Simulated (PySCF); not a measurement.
SMILES N(C)(C)BC at its GFN2-xTB optimised geometry (Å):

```
15

B     -0.4754     0.0017     0.0000
H     -1.0179    -1.0410    -0.0001
C     -1.3147     1.3526     0.0000
H     -2.3858     1.1674    -0.0033
H     -1.0951     1.9667    -0.8728
H     -1.1000     1.9633     0.8763
N      0.9079     0.0017     0.0000
C      1.7414     1.1824     0.0007
C      1.7082    -1.2019    -0.0011
H      2.3858     1.1957     0.8863
H      2.3855     1.1971    -0.8850
H      1.1276     2.0769     0.0017
H      2.3505    -1.2363    -0.8876
H      2.3520    -1.2369     0.8843
H      1.0646    -2.0769    -0.0008
```

Calculation: PBE0/def2-TZVP (PySCF). Cells within 0.4 Å of a nucleus heavier than hydrogen are left out (blank, or x).

Map of the electron localisation function on the plane z = 0.0 Å:

```
|000000000000000000000000000|
|000000000000000000000000000|
|000000000000000000000000000|
|000000000000000034100000000|
|000000000000000699610000000|
|000000001221001999820000000|
|000011123454102999930000000|
|000467645665202999842100000|
|002899985x35301999744310000|
|005999993xx5400473xx6420000|
|005999997x4861025xxx6520000|
|003999997899634588445420000|
|000688744781x584x8632100000|
|00001100143xx39xx5410000000|
|000000004781x484x8621000000|
|000000049999734588545310000|
|00000039999991026xx26520000|
|00000069999980047xx16420000|
|000000599999403999644310000|
|000000179997008999832100000|
|000000015750009999820000000|
|000000000000018999710000000|
|000000000000006998500000000|
|000000000000001454100000000|
|000000000000000000000000000|
|000000000000000000000000000|
|000000000000000000000000000|
```
Scale: ten equal steps from 0.000 (start of '0') to 1.000 (end of '9'), in the order '0123456789'; x runs from -4.50 to 4.50, y from -4.50 (bottom) to 4.50 (top).
